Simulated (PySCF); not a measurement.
Atom-mapped SMILES (the numbers label the heavy atoms): `[CH3:1][O:2][C:3]1=[CH:4][O:5][SiH2:6][SiH2:7][SiH2:8]1` (H(Xn): hydrogen on atom n).

Method: shielding tensors at PBE0/pcSseg-1 (GIAO), structure optimised with GFN2-xTB, in PySCF 2.14 (no relativistic terms, equivalent nuclei averaged, no solvent model, one computed conformer).

δ = σ(ref) − σ, references computed at the same level: $^{13}$C, $^{1}$H, $^{29}$Si against TMS; $^{17}$O vs H2O.

```
 atoms    nucleus  count  δ (ppm)
 H(C4)    $^{1}$H      1     6.70
H(Si8)    $^{1}$H      2        ?
    C3   $^{13}$C      1    148.4
    C4   $^{13}$C      1    141.1
H(Si6)    $^{1}$H      2        ?
   Si8  $^{29}$Si      1    -91.9
    C1   $^{13}$C      1        ?
   Si7  $^{29}$Si      1   -130.1
    O2   $^{17}$O      1     89.1
H(Si7)    $^{1}$H      2     3.48
 H(C1)    $^{1}$H      3     3.60
   Si6  $^{29}$Si      1        ?
    O5   $^{17}$O      1     48.2
```

**Question.** Fill in the missing shifts.

**Answer.** 
- C1: 56.3 ppm, methyl carbon bonded to O; deshielded by the electronegative neighbour
- H(Si6): 5.43 ppm, hydrogen on a silicon bonded to O, Si, in a 6-membered ring
- H(Si8): 4.35 ppm, hydrogen on a silicon bonded to C, Si, in a 6-membered ring
- Si6: -28.9 ppm, silicon bonded to O, Si, 2 H, in a 6-membered ring

Shifts are as computed. Against solution values, carbons near 30 ppm lie about +3 ppm off and those near 130 ppm about +5 ppm. Of 1309 compounds with measured shifts, 239 miss one by over three times the rms of a fit or turn the order of signals round; such compounds aren't used in these exercises. Experimental scales use liquid or dissolved standards, which lie at an offset from isolated H2O (liquid H2O: subtract about 36 ppm).
